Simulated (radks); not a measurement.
Question: Valence configurations of the krypton ion Kr+ (all share [Ar]). All-electron calculation, Dirac Kohn-Sham, LDA (Slater exchange, Perdew-Wang correlation), spin-unpolarised, spherical densities, finite nucleus; open shells fill j = l - 1/2 first; Fermi nuclear charge, rms radius 4.1884 fm. Program: a radial shooting solver on a logarithmic mesh with Libxc functionals. Order these by energy: 3d10 4s2 4p5; 3d10 4s1 4p6; 3d9.5 4s2 4p5.5; 3d9 4s2 4p6.

Answer: From the lowest, in eV above it: 3d10 4s2 4p5 0.000; 3d10 4s1 4p6 14.770; 3d9.5 4s2 4p5.5 38.229; 3d9 4s2 4p6 79.420. NIST lists [Ar] 3d10 4s2 4p5 as the ground configuration; this level of theory agrees among the configurations tried. The energies are those of spherical spin-averaged densities, not of single terms.
